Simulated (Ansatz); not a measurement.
Level of theory: Ansatz (a quantum-chemistry and plane-wave program) with PBE-D3(BJ)/def2-SVP. No frequencies were computed at this level.

Ansatz 0.2 input:
```yaml
crystal:
  periodic: [false, false, false]
  atoms:
    - { symbol: O, position_ang: [-1.717526, -1.839397, 1.03156] }
    - { symbol: C, position_ang: [-1.497536, -1.113435, 0.094883] }
    - { symbol: C, position_ang: [-0.759018, 0.169785, 0.134813] }
    - { symbol: Si, position_ang: [-2.153844, 1.457329, 0.511852] }
    - { symbol: C, position_ang: [0.272878, 0.192504, 1.26506] }
    - { symbol: C, position_ang: [1.430538, -0.758402, 0.966682] }
    - { symbol: C, position_ang: [2.083557, -0.41404, -0.367524] }
    - { symbol: C, position_ang: [1.051575, -0.477409, -1.488295] }
    - { symbol: C, position_ang: [-0.098986, 0.487537, -1.206602] }
    - { symbol: H, position_ang: [-1.919632, -1.349366, -0.906496] }
    - { symbol: H, position_ang: [-1.499565, 2.766654, 0.520297] }
    - { symbol: H, position_ang: [-2.75108, 1.154236, 1.806668] }
    - { symbol: H, position_ang: [-3.149992, 1.406495, -0.558114] }
    - { symbol: H, position_ang: [-0.208639, -0.107214, 2.197456] }
    - { symbol: H, position_ang: [0.660373, 1.207086, 1.389369] }
    - { symbol: H, position_ang: [2.167674, -0.699984, 1.770567] }
    - { symbol: H, position_ang: [1.051892, -1.782077, 0.933852] }
    - { symbol: H, position_ang: [2.504677, 0.593589, -0.318587] }
    - { symbol: H, position_ang: [2.90046, -1.108785, -0.573232] }
    - { symbol: H, position_ang: [1.518051, -0.226216, -2.443816] }
    - { symbol: H, position_ang: [0.661061, -1.495616, -1.561272] }
    - { symbol: H, position_ang: [-0.836861, 0.427854, -2.011099] }
    - { symbol: H, position_ang: [0.289941, 1.508876, -1.188025] }
basis:
  gaussian: { orbitals: def2-svp }
hamiltonian:
  xc: pbe
  dispersion: d3bj
relax:
  max_steps: 150
```

Output:

```
Functional definition: PBE
2257 factors; their error is unknown
mean field evaluation 1: about -17368.3136 eV, gradient 8.3e1 eV
mean field evaluation 2: about -17324.8809 eV, gradient 1.6e2 eV
mean field evaluation 4: about -17385.2686 eV, gradient 2.0e1 eV
mean field evaluation 8: about -17386.0470 eV, gradient 3.5e-1 eV
mean field evaluation 16: about -17385.9101 eV, gradient 5.6e-4 eV
mean field -17385.91012581 eV, -638.9204125303 hartree, gradient 2.0e-5 eV, S^2 0.000000; 0 other end points of the search recorded, 0 dependent functions left out
reference -17385.91016671 eV, -638.9204140334 hartree; 39, 39 occupied and 161, 161 virtual orbitals, 2257 factors
relax step   1: F+E_penalty+E_count = -17386.62483425 eV  Δ(F+E_penalty+E_count) = +0.000e0 eV  max|allowed force component| = 1.060e0 eV/Å  Δτ_max = 0.0000 Å  (32 SCF iters, accepted)
these checks for a lower state are left out or cut short: starts, cluster_reference, orbital_swaps, neighbouring_geometries, increment
2257 factors; their error is unknown
mean field -17386.08537076 eV, -638.9268526637 hartree, gradient 1.6e-5 eV, S^2 0.000000; 0 other end points of the search recorded, 0 dependent functions left out
reference -17386.08541208 eV, -638.9268541820 hartree; 39, 39 occupied and 161, 161 virtual orbitals, 2257 factors
relax step   2: F+E_penalty+E_count = -17386.79016085 eV  Δ(F+E_penalty+E_count) = -1.653e-1 eV  max|allowed force component| = 4.199e-1 eV/Å  Δτ_max = 0.0576 Å  (31 SCF iters, accepted)
these checks for a lower state are left out or cut short: starts, cluster_reference, orbital_swaps, neighbouring_geometries, increment
2257 factors; their error is unknown
mean field evaluation 32: about -17386.0670 eV, gradient 4.6e-1 eV
mean field -17386.06755970 eV, -638.9261981191 hartree, gradient 2.1e-5 eV, S^2 0.000000; 0 other end points of the search recorded, 0 dependent functions left out
reference -17386.06760137 eV, -638.9261996506 hartree; 39, 39 occupied and 161, 161 virtual orbitals, 2257 factors
relax step   3: F+E_penalty+E_count = -17386.76718538 eV  Δ(F+E_penalty+E_count) = +2.298e-2 eV  max|allowed force component| = 1.264e0 eV/Å  Δτ_max = 0.1748 Å  (30 SCF iters, rejected (line search))
these checks for a lower state are left out or cut short: starts, cluster_reference, orbital_swaps, neighbouring_geometries, increment
2257 factors; their error is unknown
mean field -17386.10663012 eV, -638.9276339305 hartree, gradient 1.6e-5 eV, S^2 0.000000; 0 other end points of the search recorded, 0 dependent functions left out
reference -17386.10667160 eV, -638.9276354548 hartree; 39, 39 occupied and 161, 161 virtual orbitals, 2257 factors
relax step   4: F+E_penalty+E_count = -17386.80975895 eV  Δ(F+E_penalty+E_count) = -1.960e-2 eV  max|allowed force component| = 2.676e-1 eV/Å  Δτ_max = 0.0874 Å  (31 SCF iters, accepted)
these checks for a lower state are left out or cut short: starts, cluster_reference, orbital_swaps, neighbouring_geometries, increment
2257 factors; their error is unknown
mean field -17386.11034512 eV, -638.9277704541 hartree, gradient 1.6e-5 eV, S^2 0.000000; 0 other end points of the search recorded, 0 dependent functions left out
reference -17386.11038676 eV, -638.9277719847 hartree; 39, 39 occupied and 161, 161 virtual orbitals, 2257 factors
relax step   5: F+E_penalty+E_count = -17386.81150972 eV  Δ(F+E_penalty+E_count) = -1.751e-3 eV  max|allowed force component| = 2.535e-1 eV/Å  Δτ_max = 0.0889 Å  (31 SCF iters, accepted)
these checks for a lower state are left out or cut short: starts, cluster_reference, orbital_swaps, neighbouring_geometries, increment
2257 factors; their error is unknown
mean field -17386.11018089 eV, -638.9277644191 hartree, gradient 1.7e-5 eV, S^2 0.000000; 0 other end points of the search recorded, 0 dependent functions left out
reference -17386.11022251 eV, -638.9277659484 hartree; 39, 39 occupied and 161, 161 virtual orbitals, 2257 factors
relax step   6: F+E_penalty+E_count = -17386.81179166 eV  Δ(F+E_penalty+E_count) = -2.819e-4 eV  max|allowed force component| = 2.005e-1 eV/Å  Δτ_max = 0.0677 Å  (31 SCF iters, accepted)
these checks for a lower state are left out or cut short: starts, cluster_reference, orbital_swaps, neighbouring_geometries, increment
2257 factors; their error is unknown
mean field evaluation 64: about -17386.1152 eV, gradient 1.6e-5 eV
mean field -17386.11524904 eV, -638.9279506700 hartree, gradient 1.6e-5 eV, S^2 0.000000; 0 other end points of the search recorded, 0 dependent functions left out
reference -17386.11529061 eV, -638.9279521978 hartree; 39, 39 occupied and 161, 161 virtual orbitals, 2257 factors
relax step   7: F+E_penalty+E_count = -17386.81662800 eV  Δ(F+E_penalty+E_count) = -4.836e-3 eV  max|allowed force component| = 2.977e-2 eV/Å  Δτ_max = 0.0735 Å  (30 SCF iters, accepted)
these checks for a lower state are left out or cut short: starts, cluster_reference, orbital_swaps, neighbouring_geometries, increment
2257 factors; their error is unknown
mean field -17386.11549828 eV, -638.9279598294 hartree, gradient 1.6e-5 eV, S^2 0.000000; 0 other end points of the search recorded, 0 dependent functions left out
reference -17386.11553987 eV, -638.9279613577 hartree; 39, 39 occupied and 161, 161 virtual orbitals, 2257 factors
relax step   8: F+E_penalty+E_count = -17386.81685438 eV  Δ(F+E_penalty+E_count) = -2.264e-4 eV  max|allowed force component| = 1.616e-2 eV/Å  Δτ_max = 0.0111 Å  (33 SCF iters, accepted)
these checks for a lower state are left out or cut short: starts, cluster_reference, orbital_swaps, neighbouring_geometries, increment
2257 factors; their error is unknown
mean field -17386.11554756 eV, -638.9279616403 hartree, gradient 1.6e-5 eV, S^2 0.000000; 0 other end points of the search recorded, 0 dependent functions left out
reference -17386.11558914 eV, -638.9279631685 hartree; 39, 39 occupied and 161, 161 virtual orbitals, 2257 factors
relax step   9: F+E_penalty+E_count = -17386.81685949 eV  Δ(F+E_penalty+E_count) = -5.112e-6 eV  max|allowed force component| = 2.675e-2 eV/Å  Δτ_max = 0.0084 Å  (33 SCF iters, accepted)
these checks for a lower state are left out or cut short: starts, cluster_reference, orbital_swaps, neighbouring_geometries, increment
2257 factors; their error is unknown
mean field -17386.11558076 eV, -638.9279628606 hartree, gradient 1.2e-5 eV, S^2 0.000000; 0 other end points of the search recorded, 0 dependent functions left out
reference -17386.11562235 eV, -638.9279643888 hartree; 39, 39 occupied and 161, 161 virtual orbitals, 2257 factors
relax step  10: F+E_penalty+E_count = -17386.81690123 eV  Δ(F+E_penalty+E_count) = -4.174e-5 eV  max|allowed force component| = 1.035e-2 eV/Å  Δτ_max = 0.0017 Å  (24 SCF iters, accepted)
these checks for a lower state are left out or cut short: starts, cluster_reference, orbital_swaps, neighbouring_geometries, increment
2257 factors; their error is unknown
mean field -17386.11558173 eV, -638.9279628960 hartree, gradient 1.6e-5 eV, S^2 0.000000; 0 other end points of the search recorded, 0 dependent functions left out
reference -17386.11562331 eV, -638.9279644243 hartree; 39, 39 occupied and 161, 161 virtual orbitals, 2257 factors
relax step  11: F+E_penalty+E_count = -17386.81690532 eV  Δ(F+E_penalty+E_count) = -4.091e-6 eV  max|allowed force component| = 4.830e-3 eV/Å  Δτ_max = 0.0040 Å  (33 SCF iters, accepted)
2257 factors; their error is unknown
mean field evaluation 96: about -17384.9705 eV, gradient 2.3e1 eV
mean field -17386.11558173 eV, -638.9279628960 hartree, gradient 2.6e-5 eV, S^2 0.000000; 1 other end points of the search recorded, 0 dependent functions left out
reference -17386.11562331 eV, -638.9279644243 hartree; 39, 39 occupied and 161, 161 virtual orbitals, 2257 factors
Total energy: -17386.81694691 eV, -638.9537375910 hartree
Atom 0 at    -1.640650    -1.967459     0.987219 Å, force     0.001547     0.004365    -0.001347 eV/Å
Atom 1 at    -1.555277    -1.150936     0.087783 Å, force    -0.001232    -0.002918     0.004830 eV/Å
Atom 2 at    -0.776520     0.144111     0.143912 Å, force     0.000560    -0.003280     0.000897 eV/Å
Atom 3 at    -2.113350     1.495001     0.494274 Å, force     0.002141     0.001036    -0.000805 eV/Å
Atom 4 at     0.252687     0.148582     1.295784 Å, force     0.000151     0.001148    -0.000580 eV/Å
Atom 5 at     1.458518    -0.752424     0.986201 Å, force    -0.000082    -0.000039    -0.000099 eV/Å
Atom 6 at     2.103408    -0.398750    -0.359129 Å, force     0.000381    -0.000227     0.000199 eV/Å
Atom 7 at     1.079211    -0.463670    -1.498276 Å, force    -0.000027     0.000435     0.000402 eV/Å
Atom 8 at    -0.123976     0.452121    -1.226651 Å, force     0.000607     0.000805     0.000571 eV/Å
Atom 9 at    -2.114334    -1.304287    -0.889463 Å, force    -0.000471     0.001390    -0.003308 eV/Å
Atom 10 at    -1.422250     2.831194     0.461626 Å, force    -0.001239     0.000530     0.000448 eV/Å
Atom 11 at    -2.733809     1.271849     1.843925 Å, force    -0.000612    -0.000639     0.000500 eV/Å
Atom 12 at    -3.182475     1.466842    -0.564463 Å, force     0.000349    -0.000506    -0.000005 eV/Å
Atom 13 at    -0.245424    -0.191327     2.226168 Å, force    -0.000627    -0.000576     0.000007 eV/Å
Atom 14 at     0.606537     1.189025     1.469985 Å, force    -0.000044    -0.000441    -0.000353 eV/Å
Atom 15 at     2.201471    -0.675096     1.807247 Å, force    -0.000311     0.000482     0.000120 eV/Å
Atom 16 at     1.118525    -1.810034     0.969601 Å, force    -0.000103    -0.000776    -0.000074 eV/Å
Atom 17 at     2.527404     0.630157    -0.308503 Å, force     0.000091     0.000390    -0.000119 eV/Å
Atom 18 at     2.956684    -1.076923    -0.569317 Å, force     0.000041    -0.000060    -0.000062 eV/Å
Atom 19 at     1.548908    -0.189075    -2.466023 Å, force    -0.000169     0.000368    -0.000116 eV/Å
Atom 20 at     0.721687    -1.512338    -1.610065 Å, force     0.000077    -0.000724    -0.000347 eV/Å
Atom 21 at    -0.878529     0.350917    -2.037465 Å, force    -0.001210    -0.000617    -0.000572 eV/Å
Atom 22 at     0.211551     1.512524    -1.244373 Å, force     0.000182    -0.000144    -0.000188 eV/Å
Dipole moment:     0.234971     0.346138    -0.291053 e Å
```

Cost: very roughly 2.1 core-minutes.
